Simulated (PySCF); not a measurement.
## C₆ coefficients of unlike pairs at MN15

Calculated with PySCF 2.14 from the dipole response of each species, C₆(A,B) = (3/π) ∫ α_A(iu) α_B(iu) du, in atomic units, from isotropic polarisabilities. For ions this is the dispersion term alone; charge-induced terms of lower order in 1/R come first.

| species | configuration | basis | relativity | α (bohr³) | C₆ (like pair) |
| --- | --- | --- | --- | --- | --- |
| Si³⁺ | [Ne] 3s1 (2S) | aug-cc-pV(Q+d)Z (7s6p5d3f2g) | none | 9.041 | 18.09 |
| Ga | [Ar] 3d10 4s2 4p1 (2P) | aug-cc-pVQZ-PP with one added diffuse shell each of s, p, d, f, g type with ECP10MDF (8s7p6d4f3g) | core potential | 63.71 | 536.9 |
| Br²⁺ | [Ar] 3d10 4s2 4p3 (4S) | aug-cc-pwCVTZ-PP with ECP10MDF (8s7p6d4f1g) | core potential | 8.348 | 39.78 |
| Ni | [Ar] 3d8 4s2 (3F) | dyall-av2z (16s12p7d2f) | none | 51.17 | 421.3 |

(1) Estimate C₆ for Br²⁺ with Si³⁺.

No spin-orbit coupling is included.

The other pairs:

| pair | C₆ |
| --- | --- |
| Ga, Si³⁺ | 96.72 |
| Ni, Si³⁺ | 86.48 |
| Ni, Ga | 474.3 |
| Br²⁺, Ga | 122.3 |
| Ni, Br²⁺ | 111.7 |

Results:

(1) The integral gives 24.41. The combination rule 2 C_A C_B / (C_A α_B/α_A + C_B α_A/α_B) gives 24.07 and the geometric mean 26.83.
